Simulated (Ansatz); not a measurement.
`C=C([SiH3])[SiH2]C` + `[NH2][SnH3]` → `C[SiH2][NH][SnH3]` + `C=C[SiH3]`  (ligand exchange at the Si–C bond)

Computed with Ansatz on PBE0-D4/def2-TZVP structures; ΔE is electronic, products minus reactants. CBS: MP2 limit from def2 TZ/QZ plus the TZ coupled-cluster correction, frozen cores. DFT in def2-TZVPP. B3LYP here is the variant with VWN-RPA as its local correlation; programs differ in this. Elements past krypton have def2 core potentials. For Sn outer-core shells are correlated without core-valence functions, which leaves a few kJ/mol of doubt a bond. One conformer a species, not always the lowest.

| level | ΔE (kJ/mol) | difference from CCSD(T)/CBS |
| --- | --- | --- |
| PBE-D4 | -44.0 | 13.7 |
| r2SCAN-D4 | -52.8 | 4.9 |
| PBE0-D4 | -49.2 | 8.5 |
| B3LYP-D4 | -54.5 | 3.2 |
| ωB97X-V | -55.6 | 2.1 |
| ωB97M-V | -55.3 | 2.4 |
| B2PLYP | -56.6 | 1.1 |
| PBE | -45.0 | 12.7 |
| r2SCAN | -53.3 | 4.4 |
| PBE0 | -50.1 | 7.6 |
| B3LYP | -55.8 | 1.9 |
| HF/def2-TZVPP | -68.9 | -11.2 |
| MP2/def2-TZVPP | -55.8 | 1.9 |
| SCS-MP2/def2-TZVPP | -58.3 | -0.6 |
| CCSD/def2-TZVPP | -58.7 | -1.0 |
| CCSD(T)/def2-TZVPP | -55.9 | 1.8 |
| HF/def2-QZVPP | -70.0 | -12.3 |
| MP2/def2-QZVPP | -57.2 | 0.5 |
| SCS-MP2/def2-QZVPP | -59.6 | -1.9 |
| HF/CBS(def2) | -70.1 | -12.4 |
| MP2/CBS(def2) | -57.6 | 0.1 |
| CCSD/CBS(def2) | -60.5 | -2.8 |
| CCSD(T)/CBS | -57.7 | 0 |

Largest T1 diagnostic among the species: 0.013.

From PBE to PBE0 (25 % exact exchange), in def2-TZVPP and without D4, ΔE moves by −5.1 kJ/mol. In def2-TZVPP, CCSD(T) changes the Hartree–Fock value by +12.9 kJ/mol (the triples alone add +2.8 kJ/mol) and MP2 by +13.1 kJ/mol.

CCSD(T)/CBS has its own doubt, a few kJ/mol and more with outer-core shells, so smaller differences from it don't rank the levels.
